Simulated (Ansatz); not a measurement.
Consider the cleavage of the Si–Si bond: `CB[SiH2][SiH2]Cl` + `C[SeH]` → `C[Se][SiH2]Cl` + `CB[SiH3]`.

Isolated molecules relaxed with PBE0-D4/def2-TZVP in Ansatz; ΔE leaves out vibrations. CCSD(T)/CBS adds triple-zeta CCSD(T) − MP2 to the extrapolated MP2 energy (def2 sets, frozen cores). Functionals use def2-TZVPP. B3LYP here is the variant with VWN-RPA as its local correlation; programs differ in this. For Se outer-core shells are correlated without core-valence functions, which leaves a few kJ/mol of doubt a bond. Scalar relativity is left out up to krypton. Each species was taken in one conformer, which may not be the lowest.

`CB[SiH2][SiH2]Cl`:

Cartesian coordinates in Å:
```
C -0.251 1.521 1.539
B -0.049 1.353 0.013
Si 1.092 -0.098 -0.780
Si -0.371 -1.913 -1.044
Cl -1.338 -2.248 0.758
H 0.556 1.154 2.175
H -1.120 0.869 1.745
H -0.554 2.523 1.849
H -0.702 2.017 -0.744
H 1.632 0.202 -2.137
H 2.207 -0.567 0.090
H 0.321 -3.176 -1.408
H -1.423 -1.636 -2.056
```

`C[SeH]`:

Cartesian coordinates in Å:
```
C -0.513 -0.181 0.048
Se 1.361 -0.025 0.561
H -1.003 0.789 0.090
H -0.969 -0.848 0.778
H -0.603 -0.619 -0.944
H 1.727 0.884 -0.533
```

`C[Se][SiH2]Cl`:

```xyz
9

C    -0.448   -1.337    0.764
Se    1.300   -0.503    0.474
Si    0.564    1.203   -0.793
Cl   -0.689    2.469    0.243
H    -0.267   -2.219    1.376
H    -0.886   -1.633   -0.187
H    -1.103   -0.649    1.295
H     1.756    1.963   -1.230
H    -0.229    0.707   -1.943
```

`CB[SiH3]`:

```xyz
10

C     0.720   -1.277    0.588
B     0.262    0.203    0.614
Si   -0.758    1.107   -0.875
H    -0.102   -1.797    1.114
H     1.618   -1.490    1.172
H     0.788   -1.742   -0.397
H     0.487    0.857    1.597
H    -1.962    1.822   -0.363
H    -1.193    0.183   -1.961
H     0.138    2.134   -1.488
```

Question: Is it downhill or uphill in electronic energy at CCSD(T)/CBS, and by how much? (Best estimate.)

Answer: Computed: Downhill: ΔE = -13.8 kcal/mol.

Question: What do these levels give: B3LYP-D4, PBE, B3LYP, MP2/def2-TZVPP, CCSD(T)/def2-TZVPP, SCS-MP2/def2-QZVPP? (Best estimate.)

Answer: Computed: B3LYP-D4 -12.7, PBE -11.0, B3LYP -12.9, MP2/def2-TZVPP -15.0, CCSD(T)/def2-TZVPP -12.8, SCS-MP2/def2-QZVPP -15.3 kcal/mol.

Largest T1 diagnostic among the species: 0.012.

From PBE to PBE0 (25 % exact exchange), in def2-TZVPP and without D4, ΔE moves by −0.8 kcal/mol.
